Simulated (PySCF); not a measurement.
PySCF 2.14 output of a UHF calculation on a single atom or ion in dyall-av2z, with no relativity, point nucleus:

```
SCF conv_tol = 1e-09
number electrons alpha = 3  beta = 1
cycle= 1 E= -14.2720700751979  delta_E= -2.34e-05  |g|= 0.00128  |ddm|= 0.00614
cycle= 2 E= -14.2720718550494  delta_E= -1.78e-06  |g|= 0.000366  |ddm|= 0.00156
cycle= 3 E= -14.2720720250044  delta_E= -1.7e-07  |g|= 2.4e-05  |ddm|= 0.000584
cycle= 4 E= -14.2720720264046  delta_E= -1.4e-09  |g|= 5.78e-07  |ddm|= 6.68e-05
cycle= 5 E= -14.2720720264051  delta_E= -5.06e-13  |g|= 1.05e-07  |ddm|= 1.77e-06
converged SCF energy = -14.2720720264051  <S^2> = 2.0000179  2S+1 = 3.000012
```

The run itself started from symmetry-adapted Hartree-Fock orbitals and held the occupation by maximum overlap, so the iterations belong to that start.

Q: Which element, charge and spin multiplicity is this?

A: Be (beryllium, neutral), multiplicity 3; the state was [He] 2s1 3d1, high-spin 3D determinant (an excited configuration).

The outer electron is Rydberg-like, and this basis confines it to a smaller radius and binds it less than a complete one would. At UHF the highest occupied level has a positive energy, so only the finite basis holds that electron; for this excited configuration the basis is too tight for the outer shell.
